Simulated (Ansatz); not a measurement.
All numbers were calculated with Ansatz.

Basis-set series for FH4N2NbO, SMILES `[NH2][Nb]([NH2])(=[O])[F]`. Charge 0, multiplicity 1. Nb: def2 effective core potential. Geometry: relaxed with PBE0-D4/def2-TZVP. It is one conformer, not always the lowest.

```tsv
atom	x (Å)	y (Å)	z (Å)
N1	0.462	-1.487	0.650
Nb2	-0.666	0.015	0.059
N3	0.408	1.469	-0.723
O4	-1.668	-0.574	-1.170
F5	-1.642	0.682	1.534
H6	0.409	-2.420	0.267
H7	1.214	-1.431	1.322
H8	1.151	1.970	-0.257
H9	0.332	1.777	-1.682
```

```tsv
functional	basis	functions	energy (Eh)	HOMO (eV)	LUMO (eV)
PBE0-D4	def2-SVP	107	-343.63254	-7.68	-0.84
PBE0-D4	def2-QZVPP	429	-344.01927	-7.86	-1.01
ωB97M-V	def2-SVP	107	-343.75250	-9.98	0.91
ωB97M-V	def2-QZVPP	429	-344.14801	-10.17	0.28
```

Give the rows for def2-TZVPP. (Best estimate.)

The calculation gave: 
```tsv
functional	basis	functions	energy (Eh)	HOMO (eV)	LUMO (eV)
PBE0-D4	def2-TZVPP	236	-343.99962	-7.82	-0.97
ωB97M-V	def2-TZVPP	236	-344.12928	-10.13	0.68
```

Positive LUMOs are unbound and depend on the basis.
